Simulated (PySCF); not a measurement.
H₉NSi₃, SMILES [SiH3]N[SiH2][SiH3]. Atoms are numbered in the order given.

```xyz
13

Si     1.5009     1.3417    -0.4875
N      1.3416    -0.2244     0.2514
Si    -0.0906    -1.1325     0.6672
Si    -2.0209    -0.1721    -0.2599
H      2.5118     1.3129    -1.5894
H      1.9191     2.4111     0.4738
H      0.1645     1.7042    -1.0458
H      2.2146    -0.6503     0.5563
H      0.0259    -2.5424     0.1712
H     -0.2885    -1.2280     2.1519
H     -3.1706    -1.0599     0.1027
H     -1.9344    -0.0878    -1.7499
H     -2.2846     1.1917     0.2927
```

Coordinates come from a PBE0-D3(BJ)/def2-SVP optimisation. The values are those of a single conformer.

Two levels are set side by side: PBE/pcSseg-1 (PySCF) and PBE0/pcSseg-1 (PySCF). GIAO shifts against NH3 (¹⁵N), TMS (²⁹Si), TMS (¹H) at the same level; non-relativistic, no solvent, atoms listed together averaged. Differences are taken from unrounded values.

```
quantity                  PBE0     PBE  PBE minus PBE0
----------------------  ------  ------  --------------
δ(²⁹Si) of Si1 (ppm)     -48.0   -50.3            -2.3
δ(¹⁵N) of N2 (ppm)        -3.0     3.2             6.2
δ(²⁹Si) of Si3 (ppm)     -41.9   -42.6            -0.7
δ(²⁹Si) of Si4 (ppm)    -106.2  -111.7            -5.5
δ(¹H) of H8 (ppm)        -0.49   -0.54           -0.05
δ(¹H) of H9, H10 (ppm)    5.31    5.55            0.24
```

Rough cost on one machine, each run with all the roots and properties that it gave: PBE0 against PBE within a factor of 2.
